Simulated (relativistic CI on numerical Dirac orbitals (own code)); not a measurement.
## Slater and spin-orbit integrals, Ne⁴⁺

These numbers are calculated, not measured: Dirac-Coulomb-Breit CI, KLI orbitals optimised for each configuration, a model potential for QED, valence Slater integrals scaled by 0.85, P86 correlation energy added to each configuration (own radial code, finite nucleus).

Slater integrals F^k, G^k are unscaled and averaged over j, outside the closed core 1s2; ζ comes from projecting the Hamiltonian with its Breit term on Σ l·s of the shell.

- 2s2.2p2: F^2(2p,2p) = 133010, ζ(2p) = 777.77 cm⁻¹; <r>(2p) = 0.7057, <r^2>(2p) = 0.6124 (bohr units).
- 2s.2p3: F^2(2p,2p) = 132210, G^1(2s,2p) = 160950, ζ(2p) = 758.28 cm⁻¹; <r>(2s) = 0.7652, <r^2>(2s) = 0.6906, <r>(2p) = 0.7099, <r^2>(2p) = 0.6198 (bohr units).
- 2p4: F^2(2p,2p) = 130650, ζ(2p) = 742.47 cm⁻¹; <r>(2p) = 0.7174, <r^2>(2p) = 0.6339 (bohr units).

Averages of the first 10 configurations, taken without configuration mixing, which lowers the lowest level and can move excited configurations by several eV; other configurations of the list can lie among them:

```json
{"Configuration": "2s2.2p2", "Parity": "even", "States": "15", "Average energy above the lowest level (eV)": "2.7"}
{"Configuration": "2s.2p3", "Parity": "odd", "States": "40", "Average energy above the lowest level (eV)": "25.4"}
{"Configuration": "2p4", "Parity": "even", "States": "15", "Average energy above the lowest level (eV)": "54.0"}
{"Configuration": "2s2.2p.3s", "Parity": "odd", "States": "12", "Average energy above the lowest level (eV)": "75.9"}
{"Configuration": "2s2.2p.3p", "Parity": "even", "States": "36", "Average energy above the lowest level (eV)": "82.1"}
{"Configuration": "2s2.2p.3d", "Parity": "odd", "States": "60", "Average energy above the lowest level (eV)": "88.0"}
{"Configuration": "2p3.3s", "Parity": "odd", "States": "40", "Average energy above the lowest level (eV)": "121.1"}
{"Configuration": "2p3.3p", "Parity": "even", "States": "120", "Average energy above the lowest level (eV)": "126.4"}
{"Configuration": "2s.2p2.3s", "Parity": "even", "States": "60", "Average energy above the lowest level (eV)": "95.4"}
{"Configuration": "2p3.3d", "Parity": "odd", "States": "200", "Average energy above the lowest level (eV)": "132.2"}
```
